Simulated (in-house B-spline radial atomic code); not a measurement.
Checks on a self-consistent run for Ag²⁺, [Kr] 4d9. Level of theory: Dirac-Hartree-Fock, average of configuration, Fermi nucleus of rms radius 4.5454 fm; calculated with a radial B-spline atomic code at the basis-set limit.

```tsv
orbital	q	ε (Eh)	<1/r>	<r²>	small-component weight
1s1/2	2	-944.00199	49.4365	0.00130787	0.029649
2s1/2	2	-142.84084	11.4126	0.0213378	0.0062324
2p1/2	2	-132.37914	11.3556	0.0160273	0.0062109
2p3/2	4	-125.90349	10.6757	0.0173418	0.0059631
3s1/2	2	-28.23184	4.00459	0.153487	0.0017651
3p1/2	2	-24.02413	3.90114	0.149459	0.001702
3p3/2	4	-22.84440	3.73923	0.158117	0.0016382
3d3/2	4	-15.46725	3.56021	0.139916	0.0015095
3d5/2	6	-15.23282	3.51778	0.142583	0.00149
4s1/2	2	-5.10621	1.49482	0.951854	0.00041989
4p1/2	2	-3.70108	1.37741	1.10311	0.00036746
4p3/2	4	-3.50304	1.33	1.16678	0.00035091
4d3/2	3.6	-1.34193	1.03134	1.97205	0.00022482
4d5/2	5.4	-1.31711	1.01676	2.02495	0.00021947
```

Electron-electron repulsion V_ee = 1978.8864 hartree.

(1) What total energy follows from the eigenvalues?

(2) Does the Dirac virial theorem hold?

(3) What diamagnetic shielding (Lamb formula) and susceptibility (Langevin formula) do the radii give?

Results:

(1) The eigenvalues count the repulsion twice, so E = Σqε - V_ee = -3334.783 - 1978.886 = -5313.670 hartree; the run printed -5313.670.

(2) For a point nucleus E = -2c²Σq·w, with w the small-component weight. Here Σq·w = 0.14147 and c = 137.0360, so the ratio E/(-2c²Σq·w) is 1.000039; the finite nucleus accounts for the departure from 1.

(3) σ = (α²/3)Σq<1/r> = 273.496/(3·137.036²) = 4854.7 ppm, and χ = -0.79199×10⁻⁶·Σq<r²> = -23.45×10⁻⁶ cm³/mol with Σq<r²> = 29.611 bohr². Both are non-relativistic formulas without the paramagnetism of open shells.
